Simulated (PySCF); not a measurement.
# How methods differ on the ionisation energy of Eu

Eu [Xe] 4f7 6s2 [4f5/2^6 4f7/2^1, M_J = 7/2] → Eu⁺ [Xe] 4f7 6s1 [4f5/2^6 4f7/2^1 6s1/2^1, M_J = 4], as a difference of total energies. Calculation: PySCF 2.14, in x2c-TZVPall-2c; the two-component X2C-1e Hamiltonian. Correlated levels: [Ar] 3d10 frozen; the 18 highest virtual spinors dropped. "Screened" scales the spin-orbit matrix elements by Boettger's factors to mimic the two-electron term; Breit and QED terms are absent.

```csv
method,ionisation energy (eV)
GHF (spin-free),4.631
GMP2 (spin-free),5.532
GHF (screened spin-orbit),4.632
GMP2 (screened spin-orbit),5.534
```

Q: How much does correlation contribute at GMP2 (screened spin-orbit)?

A: 5.534 − (4.632) = 0.902 eV, measured against GHF (screened spin-orbit).

The labels give the starting determinants; with spin-orbit coupling the two ends relaxed to ⟨J²⟩ = 15.76, ⟨L²⟩ = 0.10, ⟨S²⟩ = 15.71 and ⟨J²⟩ = 20.01, ⟨L²⟩ = 0.10, ⟨S²⟩ = 19.94.

For comparison: 5.670 eV (measured; NIST Atomic Spectra Database, ionization energies).
